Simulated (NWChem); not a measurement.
System: C3H2F3, doublet; SMILES C=[C]C(F)(F)F

```xyz
8

C     -0.0700     2.2096     0.0000
C     -0.5711     0.9993     0.0000
C     -0.0387    -0.3811     0.0000
F     -0.4416    -1.0560    -1.0762
F     -0.4416    -1.0560     1.0762
F      1.3019    -0.3810     0.0000
H     -0.7075     3.1006     0.0000
H      1.0187     2.3698     0.0000
```
Atoms are numbered in this order, from 1.

Computed with NWChem. Pople sets run with spherical d functions. Spin-unrestricted. Coordinates come from a PBE0/def2-SVP, spin-unrestricted optimisation. No stability test was run on the SCF state.

Q: What does the run give for PBE0/6-31G*? Quantities: highest occupied level (eV); lowest empty minus highest occupied level, either spin (eV); dipole (D); <S²>.

A: 
```json
{
 "highest occupied level (eV)": "-7.69",
 "lowest empty minus highest occupied level, either spin (eV)": "5.24",
 "dipole (D)": "2.01",
 "<S²>": "0.766"
}
```
